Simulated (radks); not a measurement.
Values are calculated unless marked as measured or tabulated.
Task: Neutral osmium: order these configurations by energy. Code: a radial shooting solver on a logarithmic mesh with Libxc functionals. Model: scalar-relativistic Kohn-Sham, PBEsol, spin-polarised, spherical densities, finite nucleus; Fermi nuclear charge, rms radius of each element as measured or else 0.836 A^(1/3) + 0.57 fm. Open shells are filled with parallel spins first. [Xe] 4f14 5d5 6s2 6p1; [Xe] 4f14 5d6 6s1 6p1; [Xe] 4f14 5d6 6s2; [Xe] 4f14 5d7 6s1.

Result: From the lowest, in eV above it: [Xe] 4f14 5d6 6s2 0.000; [Xe] 4f14 5d7 6s1 0.721; [Xe] 4f14 5d6 6s1 6p1 3.410; [Xe] 4f14 5d5 6s2 6p1 3.985.
